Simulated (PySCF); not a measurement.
**TDDFT excited states: C3H8OSi2**

Compound: C₃H₈OSi₂.
SMILES: `CO[SiH2]C#C[SiH3]`

Computed, not measured: PySCF 2.14.0, density-fitted response routines, TDDFT CAM-B3LYP/def2-SVPD, vertical, gas phase, core orbitals frozen in the response. One conformer (not necessarily the lowest) at the PBE0-D3(BJ)/def2-SVP geometry, without solvent, vibrations or thermal averaging. Torsions of this conformer, `[CH3:1][O:2][SiH2:3][C:4]#[C:5][SiH3:6]`: C1–O2–Si3–C4 -55°.

Problem. Predict the UV-vis stick spectrum at this level.

Solution. 

```
state  E (eV)  ν̃ (cm⁻¹)       f  main configurations (H = HOMO, L = LUMO)
   S1    5.39      43460  0.0001                   H→L (77%), H-1→L+1 (8%)
   S2    5.72      46160  0.0012                  H-1→L (45%), H→L+1 (40%)
   S3    5.80      46810  0.0002                   H-1→L+1 (77%), H→L (8%)
   S4    6.81      54890  0.0036                               H-2→L (79%)
   S5    7.46      60150   0.117   H-2→L+1 (57%), H→L+1 (14%), H-3→L (11%)
   S6    7.55      60930   0.057   H-3→L (52%), H-2→L+1 (17%), H→L+2 (10%)
```

The lowest singlet lies at 5.39 eV (230 nm, ultraviolet) and is dark (f under 0.0005); its leading configuration is HOMO→LUMO (77%). The strongest level in the table is S5 at 7.46 eV (166 nm, f = 0.117). Löwdin shares by element: HOMO carbon 66% or more, silicon 15% (atoms not listed hold the other 20%); LUMO carbon 48% or more, silicon 28% (atoms not listed hold the other 23%). The listed states span 2.17 eV, and the widest gap between neighbours is 1.00 eV (S3 to S4). Weighted by f, the mean energy of these states is 7.46 eV. Of the 6 states listed, 2 reach f = 0.01 and 2 stay under 0.0005. Only the lowest 6 singlets were computed, as vertical energies without vibronic structure.
